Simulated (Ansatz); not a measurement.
Program: Ansatz. Geometries: PBE0-D4/def2-TZVP. ΔE: electronic, gas phase. CBS: MP2 limit from def2 TZ/QZ plus the TZ coupled-cluster correction, frozen cores. DFT in def2-TZVPP. Each species was taken in one conformer, which may not be the lowest.

`C[SiH](F)CN` + `FCS[SiH3]` → `C[SiH2]SCF` + `NC[SiH2]F`  (formal exchange of groups at a C–Si bond)

```
         level  ΔE (kJ/mol)
     r2SCAN-D4          3.9
CCSD/CBS(def2)          2.8
```

What does CCSD(T)/CBS give? (Best estimate.)

The calculation gave: +2.4 kJ/mol. The listed levels differ from it by 1.5, 0.4 kJ/mol.

Largest T1 diagnostic among the species: 0.012.
